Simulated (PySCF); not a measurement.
C₄H₅NOSi.
Numbering: `[N:1]#[C:2]/[CH:3]=[C:4](\[SiH3:5])[CH:6]=[O:7]` (hydrogens: H8 on C3; H9, H10, H11 on Si5; H12 on C6)

Structure used (PBE0-D3(BJ)/def2-SVP), in Å, numbered top down from 1:
```xyz
12
C4H5NOSi angstrom
N     -1.862    2.749    0.097
C     -0.905    2.101   -0.009
C      0.291    1.339   -0.140
C      0.365   -0.008   -0.057
Si    -1.060   -1.225    0.239
C      1.711   -0.606   -0.215
O      1.910   -1.793   -0.153
H      1.201    1.928   -0.320
H     -0.782   -1.991    1.486
H     -1.145   -2.145   -0.929
H     -2.318   -0.442    0.378
H      2.547    0.118   -0.398
```

Computed, not measured: PBE0-D3(BJ)/def2-SVP geometry optimisation, gas phase in PySCF.

Masses are those of the commonest isotopes; rigid-rotor values at the optimised geometry. The values belong to one conformer with, in the numbering `[N:1]#[C:2]/[CH:3]=[C:4](\[SiH3:5])[CH:6]=[O:7]`, C3–C4–C6–O7 180°.

(1) Give the principal moments of inertia and the rotational constants in GHz.

(2) Classify the top.

(3) What does the inertial defect say?

(4) Give the other two planar moments, Paa and Pbb, and the rms extents of the mass along the axes.

(5) Where do the levels up to J = 5 lie, in cm⁻¹?

(6) Which lines would a microwave search look for?

(7) Estimate the classical rotational partition function at 100 K, 298.15 K and 500 K.

Answers

(1) Ia = 130.53, Ib = 369.92, Ic = 494.41 u·Å²; 505379 MHz·u·Å²/I gives 3872, 1366 and 1022 MHz, that is A = 3.8716, B = 1.3662, C = 1.0222 GHz.

(2) An asymmetric top: κ = (2 × 1366 − 3872 − 1022)/(3872 − 1022) = -0.76.

(3) Not planar: Δ = Ic − Ia − Ib = -6.04 u·Å². For a rigid frame Δ = −2 Σ m c², so Σ m c² = 3.02 u·Å² lies off the ab plane, practically all of it from hydrogen. The atom farthest from that plane is 1.23 Å away.

(4) Paa = Σ m a² = (Ib + Ic − Ia)/2 = 366.90 and Pbb = Σ m b² = (Ia + Ic − Ib)/2 = 127.51 u·Å². With the mass M = 111.01 u, the rms extents √(P/M) along a, b and c are 1.82, 1.07, 0.16 Å.

(5) Above 0(0,0):
J = 1: 1(0,1) 0.0797, 1(1,1) 0.1632, 1(1,0) 0.1747
J = 2: 2(0,2) 0.2379, 2(1,2) 0.3111, 2(1,1) 0.3455, 2(2,1) 0.5962, 2(2,0) 0.5973
J = 3: 3(0,3) 0.4726, 3(1,3) 0.5322, 3(1,2) 0.6010, 3(2,2) 0.8352, 3(2,1) 0.8407, 3(3,1) 1.2825, 3(3,0) 1.2825
J = 4: 4(0,4) 0.7808, 4(1,4) 0.8259, 4(1,3) 0.9402, 4(2,3) 1.1531, 4(2,2) 1.1690, 4(3,2) 1.6031, 4(3,1) 1.6036, 4(4,1) 2.2265, 4(4,0) 2.2265
J = 5: 5(0,5) 1.1596, 5(1,5) 1.1914, 5(1,4) 1.3617, 5(2,4) 1.5490, 5(2,3) 1.5844, 5(3,3) 2.0046, 5(3,2) 2.0065, 5(4,2) 2.6273, 5(4,1) 2.6273, 5(5,1) 3.4288, 5(5,0) 3.4288
Those of J = 1 are B + C, A + C and A + B.

(6) The dipole components are |μa| = 0.78 D, |μb| = 1.68 D, |μc| = 0.00 D; the mirror of this Cs structure is the ab plane, so μc vanishes by symmetry (the 0.03 D computed is a residue) and there are no c-type lines. The squared components, which scale the intensities, stand as 0.22 : 1.00 (a : b). Some of the stronger lines:

| type | branch | J(Ka,Kc) | MHz | lower level (cm⁻¹) |
| --- | --- | --- | --- | --- |
| a | R | 1(0,1) ← 0(0,0) | 2388 | 0.000 |
| b | Q | 1(1,0) ← 1(0,1) | 2849 | 0.080 |
| b | R | 4(1,3) ← 3(2,2) | 3147 | 0.835 |
| a | Q | 4(1,3) ← 4(1,4) | 3426 | 0.826 |
| a | R | 2(1,2) ← 1(1,1) | 4433 | 0.163 |
| b | R | 1(1,1) ← 0(0,0) | 4894 | 0.000 |
| a | R | 2(1,1) ← 1(1,0) | 5121 | 0.175 |
| a | R | 3(1,3) ← 2(1,2) | 6629 | 0.311 |
| b | R | 2(1,2) ← 1(0,1) | 6938 | 0.080 |
| b | Q | 3(2,1) ← 3(1,2) | 7185 | 0.601 |
| a | R | 3(2,1) ← 2(2,0) | 7295 | 0.597 |
| b | R | 4(0,4) ← 3(1,3) | 7451 | 0.532 |
| a | R | 3(1,2) ← 2(1,1) | 7659 | 0.346 |
| b | R | 3(1,3) ← 2(0,2) | 8824 | 0.238 |
| a | R | 4(3,2) ← 3(3,1) | 9614 | 1.282 |
| b | Q | 4(2,3) ← 4(1,4) | 9807 | 0.826 |
| b | R | 4(1,4) ← 3(0,3) | 10594 | 0.473 |
| b | Q | 4(3,1) ← 4(2,2) | 13030 | 1.169 |
| b | Q | 3(3,0) ← 3(2,1) | 13246 | 0.841 |
| b | R | 3(2,2) ← 2(1,1) | 14681 | 0.346 |
| b | R | 3(2,1) ← 2(1,2) | 15877 | 0.311 |
| b | R | 4(2,3) ← 3(1,2) | 16550 | 0.601 |
| b | Q | 4(4,1) ← 4(3,2) | 18688 | 1.603 |
| b | R | 3(3,0) ← 2(2,1) | 20574 | 0.596 |
| b | R | 4(3,1) ← 3(2,2) | 23035 | 0.835 |
| b | R | 4(4,1) ← 3(3,0) | 28300 | 1.283 |

(7) Point group Cs, symmetry number σ = 1; q = (√π/σ)·√((kT/h)³/(ABC)), k/h = 20836.6 MHz/K: 72500 at 100 K, 373000 at 298.15 K, 811000 at 500 K.

No PBE0-D3(BJ)/def2-SVP frequencies stand behind this structure, so it isn't proved a minimum. Constants of a rigid frame at the computed geometry: no zero-point averaging, no centrifugal distortion. A rigid rotor knows nothing of internal rotation, which can split or shift real lines. Quadrupole hyperfine structure (14N) is left out.
